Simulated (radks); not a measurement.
All-electron atom: the germanium ion Ge2+ in [Ar] 3d10 4s2. All-electron calculation, scalar-relativistic Kohn-Sham, LB94 model potential, spin-polarised, spherical densities, finite nucleus; Fermi nuclear charge, rms radius 4.0742 fm. Program: a radial shooting solver on a logarithmic mesh with Libxc functionals.

Unscreened Slater integrals over Kohn-Sham orbitals (eV). They are taken over the spin-up orbitals. Empty in this configuration: 4p.

| integral | value |
|---|---|
| F0(4s,4s) | 13.049 |
| F0(4s,3d) | 16.547 |
| G2(4s,3d) | 1.7101 |
| F0(4s,3p) | 16.746 |
| G1(4s,3p) | 1.1451 |
| F0(4s,3s) | 16.798 |
| G0(4s,3s) | 0.83644 |
| F0(4s,4p) | 11.871 |
| G1(4s,4p) | 7.8431 |
| F0(3d,3d) | 34.751 |
| F2(3d,3d) | 16.173 |
| F4(3d,3d) | 10.078 |
| F0(3d,3p) | 36.136 |
| F2(3d,3p) | 17.102 |
| G1(3d,3p) | 20.991 |
| G3(3d,3p) | 12.808 |
| F0(3d,3s) | 36.684 |
| G2(3d,3s) | 15.942 |
| F0(3d,4p) | 14.224 |
| F2(3d,4p) | 3.0698 |
| G1(3d,4p) | 1.1707 |
| G3(3d,4p) | 1.0297 |
| F0(3p,3p) | 37.932 |
| F2(3p,3p) | 18.936 |
| F0(3p,3s) | 38.507 |
| G1(3p,3s) | 25.460 |
| F0(3p,4p) | 14.358 |
| F2(3p,4p) | 2.7329 |
| G0(3p,4p) | 0.69777 |
| G2(3p,4p) | 0.80133 |
| F0(3s,3s) | 39.138 |
| F0(3s,4p) | 14.391 |
| G1(3s,4p) | 0.78137 |
| F0(4p,4p) | 10.994 |
| F2(4p,4p) | 5.7909 |
